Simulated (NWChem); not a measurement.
System: SnNH4Br; SMILES [NH2][SnH2][Br]

Input file for NWChem:

```
start job
memory heap 200 mb stack 900 mb global 1100 mb
geometry units angstroms noautoz
  Sn     0.312062     0.847751     0.043508
  N     -1.404319     1.913203     0.208383
  Br    -0.125195    -1.614212    -0.270922
  H      1.124594     1.371065    -1.361755
  H      1.168049     0.996420     1.511169
  H     -1.973187     1.651819     1.011807
  H     -1.997677     1.864531    -0.618043
end
basis spherical
  * library def2-tzvpp
end
ecp
  Sn library def2-ecp
end
dft
  xc hfexch
  iterations 150
  semidirect filesize 400000000
  mulliken
end
task dft energy
```

NWChem printed, in part:

```
             Northwest Computational Chemistry Package (NWChem) 7.3.0
             --------------------------------------------------------

 CS  symmetry detected

                             Geometry "geometry" -> ""
                             -------------------------

 Output coordinates in angstroms (scale by  1.889725989 to convert to a.u.)

  No.       Tag          Charge          X              Y              Z
 ---- ---------------- ---------- -------------- -------------- --------------
    1 Sn                  50.0000     0.30137211     0.80530783     0.00000000
    2 N                    7.0000    -1.43336837     1.85364506     0.00000000
    3 Br                  35.0000    -0.09345980    -1.68375414     0.00000000
    4 H                    1.0000     1.12984156     1.15672061    -1.44878738
    5 H                    1.0000     1.12984156     1.15672061     1.44878738
    6 H                    1.0000    -2.01180855     1.68852320     0.82192718
    7 H                    1.0000    -2.01180855     1.68852320    -0.82192718

 Effective nuclear repulsion energy (a.u.)     575.4290510194

      Symmetry information
      --------------------

 Group name             Cs
 Group number              2
 Group order               2
 No. of unique centers     5

 Summary of "ao basis" -> "ao basis" (spherical)
 ------------------------------------------------------------------------------
       Tag                 Description            Shells   Functions and Types
 ---------------- ------------------------------  ------  ---------------------
 Sn                        def2-tzvpp               16       50   6s5p3d2f
 N                         def2-tzvpp               11       31   5s3p2d1f
 Br                        def2-tzvpp               16       48   6s5p4d1f
 H                         def2-tzvpp                6       14   3s2p1d

      Symmetry analysis of basis
      --------------------------

        a'        114
        a"         71

            General Information
            -------------------
          SCF calculation type: DFT
          Wavefunction type:  closed shell.
          No. of atoms     :     7
          No. of electrons :    68
           Alpha electrons :    34
            Beta electrons :    34
          Charge           :     0
          Spin multiplicity:     1
          Use of symmetry is: on ; symmetry adaption is: on
          Maximum number of iterations: 150
          AO basis - number of functions:   185
                     number of shells:    67
          Convergence on energy requested:  1.00D-06
          Convergence on density requested:  1.00D-05
          Convergence on gradient requested:  5.00D-04

              XC Information
              --------------
                     Hartree-Fock (Exact) Exchange  1.000

      Superposition of Atomic Density Guess
      -------------------------------------

 Sum of atomic energies:       -2877.82189239

      Non-variational initial energy
      ------------------------------

 Total energy =   -2842.708720
 1-e energy   =   -4611.703859
 2-e energy   =    1479.247255
 HOMO         =      -0.355937
 LUMO         =      -0.005234

      Symmetry analysis of molecular orbitals - initial
      -------------------------------------------------

  Numbering of irreducible representations:

     1 a'          2 a"

  Orbital symmetries:

     1 a'          2 a'          3 a'          4 a'          5 a"
     6 a'          7 a'          8 a'          9 a"         10 a'
    11 a'         12 a"         13 a'         14 a'         15 a'
    16 a'         17 a"         18 a"         19 a'         20 a'
    21 a'         22 a"         23 a"         24 a'         25 a'
    26 a'         27 a'         28 a"         29 a'         30 a'
    31 a"         32 a'         33 a"         34 a'         35 a'
    36 a'         37 a'         38 a"         39 a'         40 a"
    41 a'         42 a"         43 a'         44 a'

------------------------------------------------------------
EAF file 0: "./job.aoints.0" size=263192576 bytes
------------------------------------------------------------
               write      read    awrite     aread      wait
               -----      ----    ------     -----      ----
     calls:      502         0         0         0         0
   data(b): 2.63e+08  0.00e+00  0.00e+00  0.00e+00
   time(s): 0.00e+00  0.00e+00  0.00e+00  0.00e+00  0.00e+00
rate(mb/s): 0.00e+00  0.00e+00
------------------------------------------------------------

     ---------------------------------------------
      Total Density - Mulliken Population Analysis
     ---------------------------------------------

    Atom       Charge   Shell Charges
 -----------   ------   -------------------------------------------------------
    1 Sn  22    20.76   0.28 -0.75  1.51  0.96  0.79  0.43 -0.40  6.36  0.58  0.70  0.16  8.93  1.08  0.11  0.03  0.00
    2 N    7     7.94   0.82  1.16  0.58  0.84  0.20  1.60  1.86  0.87  0.00  0.01  0.00
    3 Br  35    35.55   2.00  2.00  1.16  0.78  1.01  1.00  6.00  5.94  1.30  2.98  1.36  8.98  1.02 -0.02  0.03  0.00
    4 H    1     1.12   0.20  0.56  0.35  0.00  0.01  0.00
    5 H    1     1.12   0.20  0.56  0.35  0.00  0.01  0.00
    6 H    1     0.75   0.22  0.37  0.09  0.02  0.04  0.01
    7 H    1     0.75   0.22  0.37  0.09  0.02  0.04  0.01

   convergence    iter        energy       DeltaE   RMS-Dens  Diis-err
 ---------------- ----- ----------------- --------- --------- ---------
 d= 0,ls=0.0,diis     1  -2842.5613327621 -3.13D+03  2.98D-03  3.95D-01
 d= 0,ls=0.0,diis     2  -2842.6032970176 -4.20D-02  1.18D-03  1.39D-01
 d= 0,ls=0.0,diis     3  -2842.6174600027 -1.42D-02  4.13D-04  3.59D-03
 d= 0,ls=0.0,diis     4  -2842.6181390146 -6.79D-04  9.33D-05  2.41D-04
 d= 0,ls=0.0,diis     5  -2842.6181862460 -4.72D-05  3.23D-05  3.88D-05
  Resetting Diis
 d= 0,ls=0.0,diis     6  -2842.6181924380 -6.19D-06  1.36D-05  2.47D-06
 d= 0,ls=0.0,diis     7  -2842.6181935477 -1.11D-06  3.60D-06  2.90D-07
 d= 0,ls=0.0,diis     8  -2842.6181936682 -1.21D-07  2.91D-06  7.16D-08

         Total DFT energy =    -2842.618193668218
      One electron energy =    -4614.491792325041
           Coulomb energy =     1597.026104560875
    Exchange-Corr. energy =     -114.900390740828
 Nuclear repulsion energy =      289.747884836777

 Numeric. integr. density =        0.000000000000

                  Occupations of the irreducible representations
                  ----------------------------------------------

                     irrep           alpha         beta
                     --------     --------     --------
                     a'               24.0         24.0
                     a"               10.0         10.0

                       DFT Final Molecular Orbital Analysis
                       ------------------------------------

 Vector   32  Occ=2.000000D+00  E=-4.195897D-01  Symmetry=a'
              MO Center= -4.5D-01, -3.3D-01, -5.7D-16, r^2= 4.7D+00
   Bfn.  Coefficient  Atom+Function         Bfn.  Coefficient  Atom+Function
  ----- ------------  ---------------      ----- ------------  ---------------
    97      0.357258  3 Br px                91     -0.231603  3 Br px
    98      0.221043  3 Br py                57      0.211270  2 N  py
   100      0.209181  3 Br px                94      0.201755  3 Br px
    60      0.196826  2 N  py                63      0.168321  2 N  py
    92     -0.139025  3 Br py                95      0.115599  3 Br py

 Vector   33  Occ=2.000000D+00  E=-4.052902D-01  Symmetry=a"
              MO Center=  3.0D-02, -1.3D+00,  6.9D-15, r^2= 2.6D+00
   Bfn.  Coefficient  Atom+Function         Bfn.  Coefficient  Atom+Function
  ----- ------------  ---------------      ----- ------------  ---------------
    99      0.507583  3 Br pz                93     -0.328590  3 Br pz
   102      0.310117  3 Br pz                96      0.288054  3 Br pz
    90      0.099907  3 Br pz               131      0.093344  4 H  s
   145     -0.093344  5 H  s                132      0.080331  4 H  s
   146     -0.080331  5 H  s                 12      0.065903  1 Sn pz

 Vector   34  Occ=2.000000D+00  E=-3.999943D-01  Symmetry=a'
              MO Center= -5.9D-01, -2.3D-01, -2.2D-15, r^2= 4.8D+00
   Bfn.  Coefficient  Atom+Function         Bfn.  Coefficient  Atom+Function
  ----- ------------  ---------------      ----- ------------  ---------------
    97      0.373073  3 Br px                57     -0.256451  2 N  py
    60     -0.242852  2 N  py                91     -0.240840  3 Br px
   100      0.230476  3 Br px                63     -0.218800  2 N  py
    94      0.211343  3 Br px                98     -0.195495  3 Br py
    92      0.124110  3 Br py               101     -0.109443  3 Br py

 Vector   35  Occ=0.000000D+00  E= 7.923024D-02  Symmetry=a'
              MO Center=  3.9D-02,  6.7D-01,  4.4D-14, r^2= 8.4D+00
   Bfn.  Coefficient  Atom+Function         Bfn.  Coefficient  Atom+Function
  ----- ------------  ---------------      ----- ------------  ---------------
    19      1.122071  1 Sn px                55      1.059626  2 N  s
     6     -0.577490  1 Sn s                 87      0.345170  3 Br s
    63     -0.330518  2 N  py               101      0.310111  3 Br py
    20      0.303254  1 Sn py                 5     -0.265059  1 Sn s
     2     -0.202267  1 Sn s                160     -0.196506  6 H  s

[...]
```

Level: Hartree-Fock/def2-TZVPP with def2 effective core potentials on Sn. Structure relaxed at the PBE0/def2-SVP level. def2 effective core potentials on Sn; no spin-orbit coupling.
